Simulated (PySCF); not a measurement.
H5Sb, SMILES [SbH5]. The structure is a stationary point at PBE-D3(BJ)/def2-TZVP. The def2 effective core potentials stand for the cores of Sb; spin–orbit coupling is left out.

All values below come from PBE-D3(BJ)/def2-TZVP (PySCF 2.14.0).

Harmonic wavenumbers (cm⁻¹): 407, 407, 806, 806, 868, 1032, 1032, 1576, 1608, 1827, 1827, 1856. Rotational constants (GHz): 55.92, 46.18, 46.18; symmetry number 6.

Problem. Work out the zero-point energy and the ideal-gas rigid-rotor harmonic-oscillator thermochemistry at 298.15 K and 1 atm.

Solution. ZPE = ½ Σ hcν = ½ × 14054 cm⁻¹ = 84.06 kJ/mol. H − E(el) = 96.33 kJ/mol. Entropy in J/(mol K): translation 169.14, rotation 62.67, vibration 10.99, total 242.81. G − E(el) = 23.93 kJ/mol. Cp = 56.68 J/(mol K).
